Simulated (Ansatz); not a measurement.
H2Si2 (SMILES [Si]=[SiH2]) moved off its minimum; all values from Ansatz (an electronic-structure program), cores frozen in correlated methods.
(charge 0, multiplicity 1)
```xyz
4

Si    -1.00071     0.10618     0.17249
Si     1.23926    -0.16848    -0.20272
H     -1.82976     1.19601    -0.25381
H     -1.75536    -1.00342     0.93586
```

Forces at wB97M-V/def2-TZVPP (eV/Å):

```
atom      Fx      Fy      Fz
----  ------  ------  ------
Si1    1.628  -1.622   0.484
Si2   -1.507   0.214   0.243
H3    -0.535   0.615  -0.217
H4     0.413   0.793  -0.510
```

Problem. Give the forces (eV/Å), the total energy and the dipole at CCSD(T)/aug-cc-pV(T+d)Z.

Solution. 
| atom | Fx | Fy | Fz |
|---|---|---|---|
| Si1 | 1.104 | -1.540 | 0.571 |
| Si2 | -0.899 | 0.137 | 0.141 |
| H3 | -0.581 | 0.697 | -0.255 |
| H4 | 0.376 | 0.705 | -0.457 |
Energy -579.2063 hartree, dipole 0.21 D.

Doubts at one or more of the structures used: a restricted determinant that unrestricted orbitals would lower (CCSD(T)/aug-cc-pV(T+d)Z).
